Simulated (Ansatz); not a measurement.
Species: N-difluoroboranylpropan-2-amine, C$_{3}$H$_{8}$BF$_{2}$N (charge 0, singlet). 
Geometry from a B3LYP-D3(BJ)/def2-TZVP (Ansatz, a quantum-chemistry and plane-wave program) optimisation:
SMILES: CC(C)NB(F)F
```xyz
15

C     -1.9110    -1.3084     0.2809
C     -1.1738    -0.0060    -0.0240
C     -1.9287     1.2093     0.5105
N      0.1877    -0.0450     0.5074
B      1.3705     0.0298    -0.2211
F      1.3718     0.1513    -1.5533
F      2.5612    -0.0174     0.3877
H     -2.0053    -1.4534     1.3607
H     -2.9167    -1.2941    -0.1428
H     -1.3735    -2.1629    -0.1311
H     -1.0756     0.0934    -1.1062
H     -2.9346     1.2579     0.0899
H     -2.0235     1.1553     1.5986
H     -1.4036     2.1316     0.2606
H      0.2500    -0.1360     1.5104
```
Charge 0, spin multiplicity 1.

Total electronic energies in hartree. Correlated levels leave the core frozen unless marked. No spin-orbit coupling. No relativistic terms. Basis-set limits of correlation are two-point, X^-3; Hartree-Fock from the larger set. [CCSD(T)-MP2]/basis is that difference in the basis named.

```
level                                                                 program  energy (Eh)
-------------------------------------------------------------  --------------  -----------
HF/cc-pVDZ                                                             Ansatz   -396.47605
HF/aug-cc-pVTZ                                                         Ansatz   -396.61258
PBE/def2-TZVPD                                                         Ansatz   -398.29840
revPBE-D3(BJ)/def2-TZVPD                                       Ansatz + dftd3   -398.65402
PBE0/6-31G*                                                            Ansatz   -398.15882
PBE0-D3(BJ)/def2-TZVP                                          Ansatz + dftd3   -398.33905
PBE0/def2-QZVPP                                                        Ansatz   -398.35425
LC-wPBE-D4/def2-TZVPD                                          Ansatz + dftd4   -398.54551
B2GP-PLYP-D3(BJ)/def2-TZVPD                                    Ansatz + dftd3   -398.41555
B2GP-PLYP/def2-TZVPD                                                   Ansatz   -398.40972
SCS-MP2/6-31G*                                                         Ansatz   -397.40021
CCSD/6-31G                                                             Ansatz   -397.03793
CCSD/aug-cc-pVDZ                                                       Ansatz   -397.66205
RI-MP2/CBS(aug-cc-pVTZ,aug-cc-pVQZ)+[CCSD(T)-MP2]/aug-cc-pVDZ          Ansatz    -398.2321
CCSD(T)/CBS(cc-pVTZ,cc-pVQZ)                                           Ansatz    -398.2190
```

Totals of different functionals don't rank their quality; only differences between species are comparable.
